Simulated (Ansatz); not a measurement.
The cluster Mo4⁺, relaxed as a doublet with UKS PBE-D4/def2-SVP in Ansatz, starting from the GFN2-xTB geometry. Force threshold 0.02 eV/Å.

In the def2 sets Mo takes a core potential; there is no spin–orbit coupling. The structure comes from a short search, and lower isomers may exist.

Start:

```xyz
4

Mo    1.194   -0.471    0.845
Mo   -1.291   -0.118    0.825
Mo   -0.115   -0.876   -1.258
Mo    0.212    1.465   -0.413
```

```
         step  energy (eV)  largest force component (eV/Å)  SCF passes
            1   -7416.3463                           2.637         101
            2   -7416.4110                           3.075          49
            3   -7416.6981                           0.157          51
            4   -7416.6992                           0.035          45
            5   -7416.6994                           0.045          47
            6   -7416.7009                           0.077          49
            7   -7416.7074                           0.154          63
            8   -7416.7373                           0.625          88
            9   -7416.9169                           0.649          71
10 (rejected)   -7416.7518                           1.260          81
           11   -7416.9844                           0.701          64
           12   -7417.0310                           0.593          52
           13   -7417.5605                           1.333         121
14 (rejected)   -7417.4756                           3.095          60
           15   -7417.7707                           0.964          61
           16   -7417.7751                           1.704          56
           17   -7417.8479                           0.068          49
           18   -7417.8482                           0.059          38
           19   -7417.8489                           0.011          39
```

Force components are those of the run's own axes.

End:

```xyz
4

Mo    1.2715   -0.1944    0.7981
Mo   -1.3537   -0.2971    0.6083
Mo   -0.3539   -0.9325   -1.1380
Mo    0.4361    1.4240   -0.2684
```

By distances, no bond broke or formed. The bond that changes most is Mo2–Mo3, from 2.51 to 2.11 Å (atoms count from 1).

No frequencies were taken in this run, so the end may be a saddle point.

Run time 48 s (4 threads of Intel Xeon Platinum 8488C on a shared host).
